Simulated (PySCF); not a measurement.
C₄H₅ (SMILES [CH-]=C1CC1), charge -1, singlet, geometry from GFN2-xTB, with bond 8-3 at 1.8 times its length; PySCF with CASSCF(6,6)/6-31G.

Here is a job for PySCF.
```python
from pyscf import gto, scf, mcscf, mp
import numpy

mol = gto.M(
    atom='''
C    -0.00477750   -0.00846867    0.42733059
C    -0.00174017   -0.76951404   -0.83385328
C     0.02025666    0.75423460   -0.88448337
C    -0.02048610   -0.11308971    1.73328716
H    -0.90781767   -1.26894023   -1.19210447
H     0.89751813   -1.29434815   -1.17242457
H     0.93628317    1.22602460   -1.25140807
H    -1.58925553    1.64931407   -1.58046709
H    -0.01158415    0.90678977    2.23339151
''',
    basis='6-31g',
    charge=-1,
    verbose=4,
)

mf = scf.RHF(mol)
mf.kernel()
mc = mcscf.CASSCF(mf, 6, 6)
mc.fix_spin_(ss=0.0)
noons, natorbs = mcscf.addons.make_natural_orbitals(mp.MP2(mf).run())
mc.kernel(natorbs)
occ = numpy.linalg.eigvalsh(mc.fcisolver.make_rdm1(mc.ci, mc.ncas, mc.nelecas))[::-1]
ss = mc.fcisolver.spin_square(mc.ci, mc.ncas, mc.nelecas)[0]
print('natural occupations', occ.round(4), ' <S^2>', round(ss, 4))
```

Task: Write the output that PySCF gives for this input, abridged.

Result: 
```
PySCF version 2.14.0

[INPUT] verbose = 4
[INPUT] num. atoms = 9
[INPUT] num. electrons = 30
[INPUT] charge = -1
[INPUT] spin (= nelec alpha-beta = 2S) = 0
[INPUT] symmetry False subgroup None
[INPUT] Mole.unit = angstrom
[INPUT] Symbol           X                Y                Z      unit          X                Y                Z       unit  Magmom
[...]
nuclear repulsion = 99.1581077264732
number of shells = 30
number of NR pGTOs = 108
number of NR cGTOs = 46
basis = 6-31g
ecp = {}

******** <class 'pyscf.scf.hf.RHF'> ********
method = RHF
initial guess = minao
damping factor = 0
level_shift factor = 0
DIIS = <class 'pyscf.scf.diis.CDIIS'>
diis_start_cycle = 1
diis_space = 8
diis_damp = 0
SCF conv_tol = 1e-09
SCF conv_tol_grad = None
SCF max_cycles = 50
direct_scf = True
direct_scf_tol = 1e-13
Set gradient conv threshold to 3.16228e-05
Initial guess from minao.
init E= -154.68106861574
[...]
cycle= 1 E= -153.925410061826  delta_E= 0.756  |g|= 0.406  |ddm|= 2.91
[...]
cycle= 2 E= -153.980200053247  delta_E= -0.0548  |g|= 0.228  |ddm|= 1.11
[...]
cycle= 3 E= -153.996923084417  delta_E= -0.0167  |g|= 0.0676  |ddm|= 0.435
[...]
cycle= 4 E= -153.999952410925  delta_E= -0.00303  |g|= 0.0247  |ddm|= 0.182
[...]
cycle= 5 E= -154.000411551047  delta_E= -0.000459  |g|= 0.0102  |ddm|= 0.0642
[...]
cycle= 6 E= -154.000572885468  delta_E= -0.000161  |g|= 0.00346  |ddm|= 0.0552
[...]
cycle= 7 E= -154.000592657517  delta_E= -1.98e-05  |g|= 0.00139  |ddm|= 0.019
[...]
cycle= 8 E= -154.000596054285  delta_E= -3.4e-06  |g|= 0.000775  |ddm|= 0.00652
[...]
cycle= 9 E= -154.000597385447  delta_E= -1.33e-06  |g|= 0.000268  |ddm|= 0.00526
[...]
cycle= 10 E= -154.000597531215  delta_E= -1.46e-07  |g|= 9.23e-05  |ddm|= 0.00187
[...]
cycle= 11 E= -154.000597542295  delta_E= -1.11e-08  |g|= 3.46e-05  |ddm|= 0.000474
[...]
cycle= 12 E= -154.000597543909  delta_E= -1.61e-09  |g|= 1.14e-05  |ddm|= 0.000184
[...]
cycle= 13 E= -154.00059754408  delta_E= -1.71e-10  |g|= 4.21e-06  |ddm|= 4.91e-05
[...]
Extra cycle  E= -154.000597544095  delta_E= -1.46e-11  |g|= 2.19e-06  |ddm|= 1.21e-05
converged SCF energy = -154.000597544095

******** <class 'pyscf.mp.mp2.RMP2'> ********
nocc = 15, nmo = 46
E(RMP2) = -154.37626127718  E_corr = -0.375663733085615
E(SCS-RMP2) = -154.376697871886  E_corr = -0.376100327791206
E_corr(same-spin) = -0.0861878675902296
E_corr(oppo-spin) = -0.289475865495385

******** <class 'pyscf.mcscf.mc1step.CASSCF'> ********
CAS (3e+3e, 6o), ncore = 12, nvir = 28
max_cycle_macro = 50
max_cycle_micro = 4
conv_tol = 1e-07
conv_tol_grad = None
orbital rotation max_stepsize = 0.02
orbital rotation threshold for CI restart = 0.01
augmented hessian ah_max_cycle = 30
augmented hessian ah_conv_tol = 1e-12
augmented hessian ah_linear dependence = 1e-14
augmented hessian ah_level shift = 1e-08
augmented hessian ah_start_tol = 2.5
augmented hessian ah_start_cycle = 3
augmented hessian ah_grad_trust_region = 3
kf_trust_region = 3
kf_interval = 4
ci_response_space = 4
ci_grad_trust_region = 3
with_dep4 0
natorb = False
canonicalization = True
sorting_mo_energy = False
ao2mo_level = 2
internal_rotation = False
******** <class 'pyscf.fci.addons.SpinPenaltyFCISolver'> ********
max. cycles = 50
conv_tol = 1e-08
davidson only = True
linear dependence = 1e-12
level shift = 0.001
max iter space = 12
nroots = 1
pspace_size = 400
spin = None
CASCI E = -154.068128183134  S^2 = 0.0000000
Set conv_tol_grad to 0.000316228
macro iter   1 ( 21 JK    4 micro), CASSCF E = -154.085872179239  dE = -1.77439961e-02  S^2 = 0.0000000
               |grad[o]|=0.084  |grad[c]|=0.0426  |ddm|=0.0458  |maxRot[o]|=0.301
macro iter   2 ( 20 JK    4 micro), CASSCF E = -154.090050420362  dE = -4.17824112e-03  S^2 = 0.0000000
               |grad[o]|=0.0349  |grad[c]|=0.0156  |ddm|=0.0285  |maxRot[o]|=0.156
macro iter   3 ( 15 JK    4 micro), CASSCF E = -154.090460375551  dE = -4.09955189e-04  S^2 = 0.0000000
               |grad[o]|=0.00714  |grad[c]|=0.00335  |ddm|=0.00604  |maxRot[o]|=0.0471
macro iter   4 ( 14 JK    4 micro), CASSCF E = -154.090509744135  dE = -4.93685847e-05  S^2 = 0.0000000
               |grad[o]|=0.0022  |grad[c]|=0.000613  |ddm|=0.00111  |maxRot[o]|=0.0205
macro iter   5 (  8 JK    2 micro), CASSCF E = -154.090511469678  dE = -1.72554249e-06  S^2 = 0.0000000
               |grad[o]|=0.000416  |grad[c]|=0.000124  |ddm|=0.000231  |maxRot[o]|=0.00475
macro iter   6 (  3 JK    1 micro), CASSCF E = -154.090511482385  dE = -1.27071189e-08  S^2 = 0.0000000
               |grad[o]|=5.93e-05  |grad[c]|=6.1e-05  |ddm|=6.02e-05  |maxRot[o]|=0.000307
1-step CASSCF converged in   6 macro ( 81 JK  19 micro) steps
CASSCF canonicalization
Density matrix diagonal elements [1.96790601 1.92060727 1.84251693 0.17710797 0.06094837 0.03091345]
CASSCF energy = -154.090511482385
CASCI E = -154.090511482385  E(CI) = -6.41864554774162  S^2 = 0.0000000
natural occupations [1.9707 1.9381 1.8304 0.1731 0.0594 0.0283]  <S^2> 0.0
```
